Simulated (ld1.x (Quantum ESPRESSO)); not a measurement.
LDA (PZ) TM dataset for thallium, fully relativistic all-electron reference.

Tl, norm-conserving Troullier–Martins (Kleinman–Bylander form), made with ld1.x (Quantum ESPRESSO) 7.5 (LDA (PZ), fully relativistic). Core [Xe] 4f14, reference 5d10 6s2 6p1. Waves: 6p (bound): rc 2.50 bohr; 5d (bound): rc 1.25 bohr; 6s (bound): rc 1.75 bohr. Local part: the s channel. Core correction: none.

Open shells are filled in proportion to 2j + 1 (rel_dist='average').

All-electron outer shells of the reference configuration (LDA (PZ), scalar-relativistic, ld1.x):

```tsv
shell	level (eV)	outermost node (bohr)	outermost maximum (bohr)
4f	-114.41	–	0.36
5p	-76.26	0.50	0.90
5d	-15.62	0.53	1.11
6s	-9.83	1.04	2.08
6p	-2.58	1.23	2.91
```

Question: Does the generator finish with these settings?

Answer: Yes, a potential is produced and its reference levels are reproduced.

Question: Estimate the cutoffs (Ry, on a coarse ladder) from which the occupation-weighted sum of valence levels, in a spherical-Bessel basis at the reference potential, stays within 10 and 1 mRy of its value at 400 Ry.

Answer: 80 Ry and 100 Ry.

Question: Does the potential have ghost states?

Answer: No extra level below or beside the all-electron valence levels (p1/2, p3/2, d3/2, d5/2, s, f tested).

Question: Which valence shell sets the plane-wave cutoff?

Answer: 5d: its level needs 80 Ry to come within 1 mRy, against 50 Ry for 6s.

Question: Tests: 5d10 6s2 6p0; 5d10 6s1 6p0; 5d10 6s0 6p0; 5d10 6s1 6p2; 5d9 6s2 6p2; 5d10 6s2 6p1.3; 5d10 6s1 6p1. Which has the largest error in its energy relative to the reference configuration, and how large is it?

Answer: 5d9 6s2 6p2, with -97 meV (all-electron minus pseudo) on +14.49 eV.
